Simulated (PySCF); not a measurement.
Variants of one PySCF input: SbCl

Base input, run as `python input.py` with PySCF 2.14:

```python
from pyscf import gto, dft
from pyscf.geomopt.geometric_solver import optimize

mol = gto.M(
    atom='Sb 0 0 0; Cl 0 0 2.335',
    basis='sbkjc',
    ecp={'Sb': 'sbkjc', 'Cl': 'sbkjc'},
    charge=0,
    spin=2,
    symmetry=True,
    verbose=4,
)
mf = dft.ROKS(mol, xc='mn15l')
mf.kernel()
g = mf.nuc_grad_method()
g.grid_response = True
mol_eq = optimize(g.as_scanner(), maxsteps=30)
print('optimised geometry (angstrom)')
print(mol_eq.tostring('raw'))
print('orbital energies (hartree):', mf.mo_energy[..., max(0, mol.nelec[1]-3):mol.nelec[0]+3].round(4))
```

Base result: E(SCF) = -20.256864 Eh, 9 cycles, all at the start geometry; optimised bond 2.470 Å with E = -20.260976 Eh after 4 steps. The last line lists the levels of the start geometry. No search for the lowest solution was made.

Wall time 7.6 s on one thread of a shared host.

Each row names what differs from the base; energies in brackets are changes from the base.

| change | result |
| --- | --- |
| geometry: bond 2.335 → bond 3.502 [stretched restricted solution, likely unstable] | E(SCF) = -20.198646 Eh (+1.5842 eV), 12 cycles, all at the start geometry; optimised bond 2.470 Å with E = -20.260976 Eh after 10 steps |
| geometry: bond 2.335 → bond 2.265 | E(SCF) = -20.250502 Eh (+0.1731 eV), 9 cycles, all at the start geometry; optimised bond 2.470 Å with E = -20.260976 Eh after 3 steps |
| integration grid: default → (99, 590) | E(SCF) = -20.256868 Eh (-0.0001 eV), 9 cycles, all at the start geometry; optimised bond 2.470 Å with E = -20.260982 Eh after 4 steps |
| functional: mn15l → hf,lyp | E(SCF) = -20.266533 Eh, 8 cycles, all at the start geometry; optimised bond 2.425 Å with E = -20.268544 Eh after 4 steps |
| spin (2S): 2 → 4 | the SCF does not converge, then it stops with RuntimeError (Nuclear gradients of <pyscf.scf.hf.SymAdaptedROKS_Scanner object> not converged) after the SCF |
| charge: 0 → 1; spin (2S): 2 → 1 | the SCF does not converge, then it stops with RuntimeError (Nuclear gradients of <pyscf.scf.hf.SymAdaptedROKS_Scanner object> not converged) after the SCF |
| functional: mn15l → m11 | stops with KeyError ("LibXCFunctional: name 'M11' not found.") |
| smearing width (hartree): none → 0.2; step after the SCF: optimize → none [unsound on purpose] [smearing does not keep the typed spin] | E(SCF) = -19.226970 Eh (+28.0248 eV), 12 cycles, μz(SCF) = 4.44 D |
| geometry: bond 2.335 → bond 2.055 | E(SCF) = -20.202090 Eh (+1.4905 eV), 8 cycles, all at the start geometry; optimised bond 2.470 Å with E = -20.260976 Eh after 7 steps |
| geometry: bond 2.335 → bond 2.498 | E(SCF) = -20.260834 Eh (-0.1080 eV), 9 cycles, all at the start geometry; optimised bond 2.470 Å with E = -20.260976 Eh after 3 steps |
| cycle limit: 50 → 2 [unsound on purpose] | the SCF does not converge, then it stops with RuntimeError (Nuclear gradients of <pyscf.scf.hf.SymAdaptedROKS_Scanner object> not converged) after the SCF |
| Cartesian functions: off → on | E(SCF) = -20.256864 Eh (+0.0000 eV), 9 cycles, all at the start geometry; optimised bond 2.470 Å with E = -20.260976 Eh after 4 steps |
| step after the SCF: optimize → mp2; SCF type: ROKS → UHF; functional: mn15l → none (Hartree–Fock); frozen orbitals: default → 0 | E(SCF) = -19.983847 Eh, 10 cycles, E(MP2) − E(SCF) = -0.04653 Eh, ⟨S²⟩ = 2.008, μz(SCF) = -3.57 D |
| integration grid: default → 4 | E(SCF) = -20.256868 Eh (-0.0001 eV), 9 cycles, all at the start geometry; optimised bond 2.470 Å with E = -20.260982 Eh after 4 steps |
| length unit: angstrom → bohr [unsound on purpose] | E(SCF) = -17.967627 Eh (+62.2933 eV), 7 cycles, all at the start geometry; optimised bond 2.470 Å with E = -20.260976 Eh after 12 steps |
| geometry: bond 2.335 → bond 1.868 | E(SCF) = -20.092802 Eh (+4.4644 eV), 8 cycles, all at the start geometry; optimised bond 2.470 Å with E = -20.260976 Eh after 8 steps |
| density fitting: none → def2-universal-jkfit [unsound on purpose] | E(SCF) = -20.256866 Eh (-0.0001 eV), 9 cycles, all at the start geometry; optimised bond 2.470 Å with E = -20.260979 Eh after 4 steps |

Q: Order these changes by how far they move the SCF energy from the base, largest first: (1) geometry: bond 2.335 → bond 1.868; (2) geometry: bond 2.335 → bond 2.055; (3) geometry: bond 2.335 → bond 2.265; (4) geometry: bond 2.335 → bond 3.502.

A: (1) +4.4644 eV, (4) +1.5842 eV, (2) +1.4905 eV, (3) +0.1731 eV.
